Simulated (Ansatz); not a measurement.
`NC[SiH2]Cl` + `CC(N)=C=O` → `NC[SiH2]N` + `CC(Cl)=C=O`  (formal exchange of groups at the Si–Cl bond)

Isolated molecules relaxed with PBE0-D4/def2-TZVP in Ansatz; ΔE leaves out vibrations. CCSD(T)/CBS adds triple-zeta CCSD(T) − MP2 to the extrapolated MP2 energy (def2 sets, frozen cores). Functionals use def2-TZVPP. B3LYP here is the variant with VWN-RPA as its local correlation; programs differ in this. Each species was taken in one conformer, which may not be the lowest.

```json
{"level": "PBE-D4", "ΔE (kJ/mol)": "55.6"}
{"level": "PBE0-D4", "ΔE (kJ/mol)": "56.6"}
{"level": "ωB97X-V", "ΔE (kJ/mol)": "54.0"}
{"level": "B2PLYP", "ΔE (kJ/mol)": "51.5"}
{"level": "PBE", "ΔE (kJ/mol)": "56.2"}
{"level": "PBE0", "ΔE (kJ/mol)": "57.0"}
{"level": "B3LYP", "ΔE (kJ/mol)": "53.2"}
{"level": "HF/CBS(def2)", "ΔE (kJ/mol)": "57.8"}
```

What does CCSD(T)/CBS give? (Best estimate.)

The calculation gave: +51.6 kJ/mol. The listed levels differ from it by 4.0, 5.0, 2.4, -0.1, 4.6, 5.4, 1.6, 6.2 kJ/mol.

Largest T1 diagnostic among the species: 0.015.

In def2-TZVPP, CCSD(T) changes the Hartree–Fock value by −8.2 kJ/mol (the triples alone add −1.1 kJ/mol) and MP2 by −10.0 kJ/mol.
